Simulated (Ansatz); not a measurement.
Al₃Cl₃⁺. Total charge 1; doublet. Geometry r2SCAN-D4/def2-SVP, that of the neutral singlet.

```xyz
6

Al    0.560   -0.709   -1.439
Al   -1.077    1.247   -1.141
Al   -0.060    0.347    1.048
Cl   -2.348    0.075    0.690
Cl    2.527   -0.889   -2.225
Cl    0.398   -0.071    3.067
```

The structure comes from a short search, and lower isomers may exist.

Q: Estimate the α-spin orbital energies around the gap (eV) in Ansatz with PBE-D4/def2-TZVP, B97M-V/def2-TZVP, PBE0-D4/def2-TZVP.

A: 
| orbital | PBE-D4/def2-TZVP | B97M-V/def2-TZVP | PBE0-D4/def2-TZVP |
| --- | --- | --- | --- |
| HOMO−5 | -12.49 | -12.85 | -13.86 |
| HOMO−4 | -12.41 | -12.78 | -13.76 |
| HOMO−3 | -12.19 | -12.54 | -13.53 |
| HOMO−2 | -12.09 | -12.43 | -13.44 |
| HOMO−1 | -10.97 | -11.17 | -11.95 |
| HOMO | -10.90 | -11.08 | -11.77 |
| LUMO | -8.41 | -8.37 | -7.83 |
| LUMO+1 | -8.00 | -7.92 | -7.43 |
| LUMO+2 | -7.16 | -7.00 | -6.45 |
| LUMO+3 | -6.87 | -6.69 | -6.18 |
| LUMO+4 | -5.23 | -4.87 | -4.40 |
| LUMO+5 | -4.74 | -4.42 | -3.92 |
| β HOMO | -10.80 | -10.95 | -11.66 |
| β LUMO | -10.04 | -10.07 | -9.39 |
